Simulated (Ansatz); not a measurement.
C$_{2}$H$_{9}$NOSi, SMILES `CO[SiH](C)N`, relaxed with RKS PBE-D4/def2-SVP in the Gaussian-basis code of Ansatz from a rough embedded geometry. The force threshold is 0.03 eV/Å; the program also tests the step.

Total charge 0; spin multiplicity 1.

Start:

```xyz
14

C    -1.116   -1.598    0.743
O    -1.140   -0.222    0.313
Si    0.124    0.302   -0.623
C     1.755    0.535    0.391
N    -0.397    1.802   -1.202
H    -2.098   -1.729    1.297
H    -0.305   -1.818    1.374
H    -1.187   -2.215   -0.134
H     0.283   -0.590   -1.718
H     1.581    1.157    1.223
H     2.040   -0.486    0.750
H     2.512    0.902   -0.253
H    -1.294    1.623   -1.768
H    -0.758    2.338   -0.393
```

Question: By how much does the energy fall, and how many steps does the optimiser take? (Estimate.)

Answer: Ansatz gave: 14.97 kcal/mol, in 7 steps.

Question: Which bonds change most? (An estimate is asked.)

Answer: The calculation gave: Si3–H9 from 1.422 to 1.509 Å; C1–H7 from 1.051 to 1.116 Å; C4–H10 from 1.053 to 1.110 Å; Si3–C4 from 1.936 to 1.880 Å.

Question: Give the relaxed structure. (An estimate is asked.)

Answer: Ansatz gave: 
```xyz
14

C    -1.125   -1.686    0.816
O    -1.167   -0.366    0.325
Si    0.044    0.315   -0.641
C     1.632    0.482    0.352
N    -0.431    1.880   -1.208
H    -2.087   -1.915    1.322
H    -0.310   -1.840    1.562
H    -0.984   -2.440    0.005
H     0.228   -0.574   -1.846
H     1.480    1.153    1.223
H     1.967   -0.500    0.743
H     2.450    0.899   -0.269
H    -1.222    1.945   -1.854
H    -0.475    2.646   -0.530
```
